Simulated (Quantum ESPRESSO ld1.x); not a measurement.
Results of a calculation; reference values are marked as such.
Q: Radial electron density D(r) = 4 pi r^2 rho(r) of an atom or ion with 32 electrons. Level of theory: scalar-relativistic Kohn-Sham, LDA (Slater exchange, VWN5 correlation), spin-polarised, spherical densities, point nucleus (ld1.x of Quantum ESPRESSO 7.5).

```
   r/bohr * D(r) (the largest magnitude, 55.5, reaches the edge; | marks zero)
 0.004362 |      *
 0.005634 |         *
 0.007278 |              *
 0.009477 |                    *
  0.01224 |                            *
  0.01594 |                                   *
  0.02059 |                                         *
   0.0266 |                                             *
  0.03463 |                                           *
  0.04474 |                                       *
  0.05826 |                                     *
  0.07525 |                                        *
  0.09721 |                                                 *
   0.1266 |                                                      *
   0.1635 |                                                *
   0.2112 |                                   *
    0.275 |                               *
   0.3553 |                                    *
   0.4626 |                                    *
   0.5976 |                         *
   0.7719 |            *
    1.005 |     *
    1.298 |   *
    1.677 | *
    2.184 |*
    2.821 *
    3.673 *
```

What is the nuclear charge?

A: Z = 37. The innermost maximum, from 1s, lies near gamma/Z bohr with gamma = sqrt(1 - (Z/c)^2) = 0.963, here 0.026 bohr (found: 0.0284), and its height grows with Z. The density is that of the rubidium ion Rb5+ in [Ar] 3d10 4s2 4p2; the configuration itself is not fixed sharply by these data, and Z only to a few units. D(r) has 3 maxima, at r = 0.0284, 0.127, 0.414 bohr, and minima at 0.0583, 0.264 bohr, inside which lie 2.06, 11.08 electrons.
